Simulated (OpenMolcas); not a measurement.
What dynamic correlation does to the levels of S II

```
Program             : OpenMolcas 26.06
Basis               : ANO-RCC-VTZP [5s4p2d1f]
Scalar Hamiltonian  : DKH2, point nucleus
Active space        : 5 electrons in 4 orbitals (3s 3p)
State averaging     : 2S+1 = 4 odd, 1 root; 2S+1 = 2 odd, 8 roots kept (CI in the orbitals of an earlier block); 2S+1 = 4 even, 3 roots; 2S+1 = 2 even, 9 roots kept (CI in the orbitals of an earlier block)
Spin-orbit coupling : state interaction with AMFI integrals over the reference wave functions, term energies averaged over their components
```

Methods on the same reference wave functions:
A. CASSCF
B. SS-CASPT2, IPEA 0.25 Eh, imaginary shift 0.1 Eh (closed shells correlated: 2s 2p)

Energies in cm-1 above 3s2 3p3 4S* 3/2, the measured ground level; measured values from NIST Handbook of Basic Atomic Spectroscopic Data.

```
          Level       A       B  Measured
3s2 3p3 4S* 3/2     0.0     0.0       0.0
3s2 3p3 2D* 3/2   19335   15650     14853
3s2 3p3 2D* 5/2   19367   15670     14885
3s2 3p3 2P* 1/2   26458   25130     24525
3s2 3p3 2P* 3/2   26480   25140     24572
  3s 3p4 4P 5/2   86510   83020     79395
  3s 3p4 4P 3/2   86874   83390     79757
  3s 3p4 4P 1/2   87088   83600     79963
  3s 3p4 2D 3/2  124606  109570     97891
  3s 3p4 2D 5/2  124610  109570     97919
  3s 3p4 2S 1/2  143966  134450    119784
  3s 3p4 2P 3/2  161499  145630          
  3s 3p4 2P 1/2  161939  146080
```

Deviations, from unrounded energies. A percentage is the sum of absolute deviations over the sum of measured energies, with the sign that they share, or ± where signs differ.

```tsv
Against measurement	Levels	A	B
mean absolute deviation (cm-1)	10	11000	5200
other terms of the ground configuration (%)	4	+16.2	+3.5
other configurations (%)	6	+17.8	+8.8
```

B lies closest to measurement on these levels. The largest miss of B in the table is 3s 3p4 2S 1/2, by +15000 cm-1. The ranking rests on the paired levels alone, and a cruder setting can come out closer through cancelling errors.

From A to B the spin-free energies of the other terms of 3s2 3p3 shown, above 4S*, scale by factors of 0.81 to 0.95.

The lowest spin-free term lies below A's lowest term by 0.109 hartree in B.

Term energies are means over components that CASPT2 splits; among the terms shown or strongly mixed into the levels shown the widest spread is 700 cm-1 (3s 3p4 2D, B). Over all roots computed the reference weight is 0.88 to 0.96 in B; the roots of lowest weight are the least certain, and an intruder state may touch them. Terms from blocks run as CI alone lack orbitals of their own. Terms of s pⁿ other than that of highest spin mix with s² pⁿ⁻² d, which this space lacks; all of them can be thousands of cm-1 off, and some have no real level of that name. Without dynamic correlation excited terms often stand tens of per cent too high (terms of higher spin than the ground term too low), and those without a measured partner can miss by more than the paired ones (holds for A). Computed and measured levels are paired by configuration, term and J; levels that our copy of the source lacks, or whose pairing is in doubt (as where it misses far off the trend of its configuration), stay unpaired and out of the deviations. Levels of configurations outside the active space are missing.

* marks odd parity.
